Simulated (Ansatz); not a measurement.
Start from `BB(N)O` and change one atom or group to get `NB(O)C=O`.

Ansatz, PBE0-D4/def2-TZVP geometries, multiplicity 1. Each molecule was computed in one conformer, which needn't be the lowest.

```tsv
property	`BB(N)O`
HOMO–LUMO gap (B3LYP/def2-TZVPP) / eV	5.22
LUMO energy (ωB97M-V/def2-TZVPP) / eV	-0.12
size of the dipole moment (ωB97M-V/def2-TZVPP) / D	0.57
size of the dipole moment (B3LYP/def2-TZVPP) / D	0.59
HOMO energy (PBE0/def2-TZVPP) / eV	-7.74
LUMO energy (B3LYP/def2-TZVPP) / eV	-2.28
```

**Question.** What does the change do to each property? (Best estimate.)

**Answer.** Computed: 
```csv
property,`NB(O)C=O`,shift
HOMO–LUMO gap (B3LYP/def2-TZVPP) / eV,4.97,-0.25
LUMO energy (ωB97M-V/def2-TZVPP) / eV,0.83,0.95
size of the dipole moment (ωB97M-V/def2-TZVPP) / D,3.68,3.11
size of the dipole moment (B3LYP/def2-TZVPP) / D,3.69,3.10
HOMO energy (PBE0/def2-TZVPP) / eV,-6.91,0.83
LUMO energy (B3LYP/def2-TZVPP) / eV,-1.72,0.56
```

With PBE0 the HOMO rises by 0.83 eV and the LUMO rises by 0.60 eV, so the gap narrows by about 0.23 eV. PBE moves the HOMO by 1.05 eV and ωB97M-V by 0.79 eV. Dipoles are sizes alone; their direction can turn.

B3LYP here is the variant with VWN-RPA as its local correlation; programs differ in this.
